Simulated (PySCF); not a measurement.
Two-component Hartree-Fock for Hf (hafnium, neutral)

Start: [Xe] 4f14 5d2 6s1 6p1; 5d5/2 filled at m_j = +3/2, +5/2; 6s1/2 filled at m_j = +1/2; 6p3/2 filled at m_j = +3/2. Calculated with PySCF 2.14 in x2c-TZVPall-2c with one added diffuse shell each of s, p, d type (12s12p11d2f, 117 functions): generalised Hartree-Fock with the X2C-1e Hamiltonian and a Gaussian nucleus; spin-orbit coupling (SO) screened by Boettger's factors. This is a chosen level, not necessarily the ground level.

| spinor shell | electrons | ε, screened SO (eV) | weight of nominal j (screened SO) | rms radius, screened SO (bohr) |
| --- | --- | --- | --- | --- |
| 1s1/2 | 2 | -65675.0 | 1.000 | 0.0215 |
| 2s1/2 | 2 | -11367.8 | 1.000 | 0.0869 |
| 2p1/2 | 2 | -10837.1 | 1.000 | 0.0740 |
| 2p3/2 | 4 | -9639.8 | 1.000 | 0.0812 |
| 3s1/2 | 2 | -2650.4 | 1.000 | 0.222 |
| 3p1/2 | 2 | -2415.3 | 1.000 | 0.214 |
| 3p3/2 | 4 | -2154.1 | 1.000 | 0.228 |
| 3d3/2 | 4 | -1760.5 | 1.000 | 0.202 |
| 3d5/2 | 6 | -1704.1 | 1.000 | 0.206 |
| 4s1/2 | 2 | -565.43 | 1.000 | 0.498 |
| 4p1/2 | 2 | -467.72 | 1.000 | 0.508 |
| 4p3/2 | 4 | -407.43 | 1.000 | 0.541 |
| 4d3/2 | 4 | -246.28 | 1.000 | 0.571 |
| 4d5/2 | 6 | -235.00 | 1.000 | 0.583 |
| 5s1/2 | 2 | -81.623 | 1.000 | 1.22 |
| 5p1/2 | 2 | -50.647 | 0.988 | 1.37 |
| 5p3/2 | 4 | -42.859 | 0.994 | 1.48 |
| 4f5/2 | 6 | -33.365 | 0.994 | 0.743 |
| 6s1/2 | 1 | -9.168 | 0.997 | 3.74 |
| 5d5/2 | 2 | -8.654 | 0.872 | 2.67 |
| 6p3/2 | 1 | -4.809 | 1.000 | 4.94 |

Task: Where does 4f7/2 lie, and what is the 4f spin-orbit splitting (screened SO)?

Result: At -31.693 eV, 1.673 eV above 4f5/2.

| quantity | screened SO |
| --- | --- |
| E (hartree) | -15082.71692 |
| M_J | 6 |
| ⟨J²⟩ | 42.017 |
| ⟨L²⟩ | 20.168 |
| ⟨S²⟩ | 6.102 |

Each row is a mean over spinors that exchange with the open shell spreads, by up to 4.271 eV (5p3/2).

Rows whose weight is well below 1 are mixtures of j = l ± 1/2: exchange outweighs spin-orbit coupling there, and the label is only the starting occupation.

Breit and QED terms are absent; they matter most for the inner s and p1/2 levels.

Densities and radii are taken from the X2C orbitals without a picture-change correction, which distorts them close to the nucleus.
